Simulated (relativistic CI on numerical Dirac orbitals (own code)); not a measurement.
A ladder of approximations for the levels of Mn

Calculated with a relativistic CI code on KLI orbitals (one set per configuration, finite nucleus), adding one ingredient at a time: step 1, Dirac-Coulomb, each configuration alone; step 2, with Breit and QED terms; step 3, with configuration mixing; step 4, with scaled Slater integrals (0.85); step 5, with a P86 correlation estimate; step 6, tied to the ionisation limit. P86 is a density functional for the correlation energy, evaluated here for each configuration and added to its levels. Step 6 is semi-empirical: configurations made of the next ion and one excited electron move by 4139 cm⁻¹, so that their limit matches the tabulated ionisation energy, and those with a non-penetrating f or g electron also take the P86 value of the least penetrating other one.

CI space (outside the closed core [Ar]): 3d5 4s2, 3d6 4s, 3d5 4s 4p, 3d6 4p, 3d7, 3d5 4p2, 3d5 4s 4d, 3d6 4d, 3d6 5s, 3d5 4s 5s, 3d6 5p, 3d5 4s 6s, 3d5 4s 5p, 3d5 4s 6p, 3d4 4s2 4p.

Computed minus measured energy above the ground level, in cm⁻¹, for 5 of the 15 excited levels that pair in every step (one J of a term; a digit in brackets numbers repeated terms):

```tsv
Configuration	Term	J	Measured	Step 1	Step 2	Step 3	Step 4	Step 5	Step 6
3d6 4s	a 6D	9/2	17052	8917	8796	12898	9065	6818	10867
3d5 4s 4p	z 8P°	5/2	18402	-11413	-11442	-6255	-5510	-4404	-290
3d5 4s 4p	z 4P°	5/2	31001	-5661	-5695	-729	-2607	-1535	2512
3d6 4p	z 6F°	11/2	43314	5350	5182	11351	6636	6230	6444
3d5 4s 4p	v 6P°	5/2	50012	-4788	-4811	-80	-4612	-3938	-375
```

Mean absolute errors in cm⁻¹, over all paired levels and for the configurations:

```csv
"Configuration, levels",Step 1,Step 2,Step 3,Step 4,Step 5,Step 6
"all, 15",7750,7699,7218,6153,4820,5088
"3d6 4s, 5",8937,8802,12880,9053,6809,10854
"3d5 4s 4p, 8",7601,7633,2647,4219,3226,1142
"3d6 4p, 2",5376,5205,11347,6640,6223,6454
```

Measured levels: NIST Handbook of Basic Atomic Spectroscopic Data (Sansonetti and Martin, J. Phys. Chem. Ref. Data 34, 1559 (2005)).

The mean absolute error is lowest at step 5 (4820 cm⁻¹), and the largest single drop is from step 4 to 5 (6153 to 4820). Mixing lowers the ground level by 5510, with 3d5 4p2 as its largest admixture; relative to it the configurations that move most are 3d6 4p by +6142, 3d5 4s 4p by +4986, 3d6 4s by +4077. Configurations whose own partners of that kind are not in the list rise by much of that lowering, so a short list can trade one imbalance for another. The P86 estimate moves 3d6 4s by -2244, 3d5 4s 4p by +993, 3d6 4p by -416, and takes the mean absolute error of the excited configurations from 6153 to 4820. Step 6 takes that error from 4820 to 5088; the error more than halves for 3d5 4s 4p; it grows for 3d6 4s. The shift fits the limit, so it does little for low levels whose errors differ from those near the limit.
